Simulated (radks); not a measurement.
Species: the dysprosium ion Dy+. Configuration: [Xe] 4f10 6s1. All-electron calculation, scalar-relativistic Kohn-Sham, PBEsol, spin-polarised, spherical densities, finite nucleus; open shells are filled with parallel spins first (spin-orbit coupling, left out, can overturn this in heavy ions); Fermi nuclear charge, rms radius 5.2218 fm. Program: a radial shooting solver on a logarithmic mesh with Libxc functionals.

X-ray form factor f0, the Fourier transform of the density (f0(0) = 65):

sin(theta)/lambda (1/angstrom),f0 (electrons)
0.05,64.052
0.1,61.625
0.15,58.455
0.2,55.005
0.25,51.511
0.3,48.130
0.4,42.076
0.5,37.074
0.6,32.917
0.8,26.377
1,21.735
1.25,18.012
1.5,15.640
2,12.088
